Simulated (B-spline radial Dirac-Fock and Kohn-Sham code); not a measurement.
## Dipole and non-dipole photoemission parameters of Cs 2p3/2

System: the free cesium atom, [Xe] 6s1; threshold 5012.0 eV (tabulated edge). Model: Dirac-Hartree-Slater photoionisation with a Latter tail; cross sections with all multipoles, angular parameters from the dipole term and its interference with E2. Program: a B-spline atomic structure program.

For linearly polarised light dσ/dΩ = σ/(4π) [1 + β P₂(cos θ) + (δ + γ cos²θ) sin θ cos φ], with θ from the polarisation vector and φ the angle between the beam and the projection of the electron momentum on the plane normal to the polarisation.

| hν (eV) | σ (kb) | β | γ | δ |
| --- | --- | --- | --- | --- |
| 5280 | 86.3 | 1.135 | -0.460 | -0.012 |
| 5480 | 78.3 | 1.263 | -0.387 | 0.005 |
| 7670 | 30.9 | 1.506 | 0.447 | 0.048 |
| 8047.8 | 26.9 | 1.508 | 0.554 | 0.052 |
| 10900 | ? | ? | ? | ? |
| 12000 | 8.31 | 1.446 | 1.355 | 0.083 |
| 13000 | 6.52 | 1.422 | 1.500 | 0.091 |

Problem. Give the values at 10900 eV.

Solution. σ = 11.1 kb, β = 1.471, γ = 1.176, δ = 0.074.

Values without a named source are computed, but for edge energies of neutral atoms, which are taken from tables.
